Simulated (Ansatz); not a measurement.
C4H10O, triplet, at the geometry of the source list (a higher spin typed on purpose: for a closed-shell molecule this is an excited state); HF/6-31G** in Ansatz (a quantum-chemistry and plane-wave program).

Input for Ansatz:
Ansatz 0.2 input:
```yaml
crystal:
  periodic: [false, false, false]
  atoms:
    - {symbol: C, position_ang: [2.33990000, 0.29140000, -0.07890000]}
    - {symbol: C, position_ang: [0.85370000, 0.58230000, 0.05270000]}
    - {symbol: O, position_ang: [0.20670000, -0.58960000, 0.50070000]}
    - {symbol: C, position_ang: [-1.18120000, -0.45810000, 0.70320000]}
    - {symbol: C, position_ang: [-1.99870000, -0.47500000, -0.58790000]}
    - {symbol: H, position_ang: [2.74080000, -0.02680000, 0.87880000]}
    - {symbol: H, position_ang: [2.49490000, -0.50500000, -0.80050000]}
    - {symbol: H, position_ang: [2.86400000, 1.18340000, -0.41010000]}
    - {symbol: H, position_ang: [0.68380000, 1.39660000, 0.77700000]}
    - {symbol: H, position_ang: [0.44960000, 0.90350000, -0.91850000]}
    - {symbol: H, position_ang: [-1.39240000, 0.46320000, 1.26820000]}
    - {symbol: H, position_ang: [-1.45480000, -1.31780000, 1.32140000]}
    - {symbol: H, position_ang: [-3.05810000, -0.48750000, -0.34760000]}
    - {symbol: H, position_ang: [-1.75520000, -1.36380000, -1.16360000]}
    - {symbol: H, position_ang: [-1.79300000, 0.40310000, -1.19500000]}
basis:
  gaussian:
    orbitals: 6-31G__.json
hamiltonian:
  xc: hf
magnetization: {spin_polarized: true, initial_magnetization: 2}
```
The basis file holds 6-31G** in the JSON format of the Basis Set Exchange.

Output, abridged:

```
Functional definition: HF
1503 factors; their error is unknown
mean field evaluation 1: about -6304.5248 eV, gradient 2.1e1 eV
mean field evaluation 2: about -6307.3362 eV, gradient 8.3e0 eV
mean field evaluation 4: about -6308.1994 eV, gradient 2.2e0 eV
mean field evaluation 8: about -6308.3461 eV, gradient 2.1e-1 eV
mean field evaluation 16: about -6308.4268 eV, gradient 6.1e-4 eV
mean field evaluation 32: about -6308.2902 eV, gradient 6.3e-1 eV
mean field evaluation 64: about -6307.7608 eV, gradient 2.2e0 eV
mean field evaluation 96: about -6308.2056 eV, gradient 1.3e0 eV
mean field evaluation 128: about -6307.9134 eV, gradient 2.2e0 eV
mean field evaluation 160: about -6307.9443 eV, gradient 1.2e0 eV
mean field evaluation 192: about -6308.4264 eV, gradient 2.4e-2 eV
mean field -6308.42675202 eV, -231.8304071314 hartree, gradient 3.6e-6 eV, S^2 2.014993; 1 other end points of the search recorded, 0 dependent functions left out
reference -6308.42675202 eV, -231.8304071314 hartree; 22, 20 occupied and 103, 105 virtual orbitals, 1503 factors
Total energy: -6308.42675202 eV, -231.8304071314 hartree
```
